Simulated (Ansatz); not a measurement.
OTa (SMILES [O]=[Ta]), doublet (typed; the unrestricted solution is spin-contaminated), at a GFN2-xTB geometry (such geometries of metal compounds can be far from the true shape) (core potentials on Ta); PBE0/def2-SVP in Ansatz (a program for electronic structure).

Input for Ansatz:
Ansatz 0.2 input:
```yaml
crystal:
  periodic: [false, false, false]
  atoms:
    - {symbol: Ta, position_ang: [-0.00000000, -0.00000000, -0.16990174]}
    - {symbol: O, position_ang: [0.00000000, 0.00000000, 1.55035337]}
basis:
  gaussian:
    orbitals: def2-SVP
hamiltonian:
  xc: pbe0
magnetization: {spin_polarized: true, initial_magnetization: 1}
```

Problem. What does Ansatz print? Leave out banner, timings and long lists.

Solution. 
```
Functional definition: PBE0
443 factors; integrals over basis functions are off by at most 7.7e-4 eV
mean field evaluation 1: about -3584.0251 eV, gradient 4.6e1 eV
mean field evaluation 2: about -3434.7098 eV, gradient 1.6e2 eV
mean field evaluation 4: about -3592.4754 eV, gradient 2.9e0 eV
mean field evaluation 8: about -3592.5658 eV, gradient 2.6e-1 eV
mean field evaluation 16: about -3592.5670 eV, gradient 8.1e-4 eV
mean field evaluation 32: about -3592.5963 eV, gradient 1.4e-5 eV
mean field -3592.59629327 eV, -132.0254786286 hartree, gradient 1.4e-5 eV, S^2 1.059552; 6 other end points of the search recorded, 0 dependent functions left out
reference -3592.59631787 eV, -132.0254795325 hartree; 11, 10 occupied and 35, 36 virtual orbitals, 443 factors
Total energy: -3592.59631787 eV, -132.0254795325 hartree
```
